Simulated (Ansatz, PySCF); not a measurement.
Ways to break one bond of CNC:

A. CNC → C[N]C + H atom
B. CNC -> [CH3] (CH3) + C[NH]
C. CNC [N-methylmethanamine] → [CH2]NC + H atom

Quantity: bond dissociation energy (enthalpy at 298 K, with B3LYP-D3(BJ) rigid-rotor harmonic-oscillator terms from PySCF), kcal/mol. Each molecule is optimised on its own at B3LYP-D3(BJ)/def2-TZVP (Ansatz, an electronic-structure program), one conformer each, not searched for the lowest. Correlated levels leave the core frozen unless marked. UHF or UKS for open shells. No spin-orbit coupling. No relativistic terms. CBS marks a two-point X^-3 extrapolation of the correlation energy; Hartree-Fock from the larger set. The bracket is a focal-point correction in the basis named.

Task: Rank them by bond dissociation energy at RI-MP2/CBS(cc-pVTZ,cc-pVQZ)+[CCSD(T)-MP2]/cc-pVTZ (Ansatz), lowest first.

Result: B (81.9 kcal/mol), C (93.3 kcal/mol), A (94.8 kcal/mol)
